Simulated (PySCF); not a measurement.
## Spinor energies of Sb²⁺ (antimony, charge +2)

Start: [Kr] 4d10 5s1 5p2; 5s1/2 filled at m_j = +1/2; 5p3/2 filled at m_j = +1/2, +3/2. Calculated with PySCF 2.14 in x2c-TZVPall-2c with one added diffuse shell each of s, p, d, f type (9s10p6d3f, 90 functions): generalised Hartree-Fock with the X2C-1e Hamiltonian and a Gaussian nucleus; one run each with spin-orbit coupling (SO) switched off, then screened by Boettger's factors. This is a chosen level, not necessarily the ground level.

| spinor shell | electrons | ε, spin-free (eV) | ε, screened SO (eV) | weight of nominal j (screened SO) | rms radius, screened SO (bohr) |
| --- | --- | --- | --- | --- | --- |
| 1s1/2 | 2 | -30664.0 | -30661.0 | 1.000 | 0.0325 |
| 2s1/2 | 2 | -4778.0 | -4777.2 | 1.000 | 0.133 |
| 2p1/2 | 2 | -4284.4 | -4459.3 | 1.000 | 0.115 |
| 2p3/2 | 4 | -4284.4 | -4205.1 | 1.000 | 0.120 |
| 3s1/2 | 2 | -993.27 | -993.11 | 1.000 | 0.352 |
| 3p1/2 | 2 | -828.50 | -861.79 | 1.000 | 0.345 |
| 3p3/2 | 4 | -828.50 | -813.37 | 1.000 | 0.356 |
| 3d3/2 | 4 | -577.59 | -583.44 | 1.000 | 0.329 |
| 3d5/2 | 6 | -577.59 | -573.59 | 1.000 | 0.332 |
| 4s1/2 | 2 | -195.83 | -195.85 | 1.000 | 0.844 |
| 4p1/2 | 2 | -143.05 | -149.28 | 0.999 | 0.893 |
| 4p3/2 | 4 | -143.05 | -140.30 | 1.000 | 0.920 |
| 4d3/2 | 4 | -63.631 | -64.516 | 0.970 | 1.10 |
| 5s1/2 | 1 | -37.212 | -37.190 | 0.999 | 2.25 |
| 5p3/2 | 2 | -25.907 | -25.807 | 0.777 | 2.65 |

(1) Where does 4d5/2 lie, and what is the 4d spin-orbit splitting (screened SO)?

```
   quantity    spin-free  screened SO
E (hartree)  -6476.05018  -6477.70290
        M_J          5/2          5/2
       ⟨J²⟩        8.756        8.756
       ⟨L²⟩        2.004        2.079
       ⟨S²⟩        3.753        3.729
```

Each row is a mean over spinors that exchange with the open shell spreads, by up to 0.897 eV (4s1/2).

Rows whose weight is well below 1 are mixtures of j = l ± 1/2: exchange outweighs spin-orbit coupling there, and the label is only the starting occupation.

Breit and QED terms are absent; they matter most for the inner s and p1/2 levels.

Densities and radii are taken from the X2C orbitals without a picture-change correction, which distorts them close to the nucleus.

Without spin-orbit coupling the j labels of p, d and f shells carry no meaning; the spin-free column gives the mean over the occupied spinors of each nl shell.

Answers

(1) At -63.114 eV, 1.402 eV above 4d3/2.
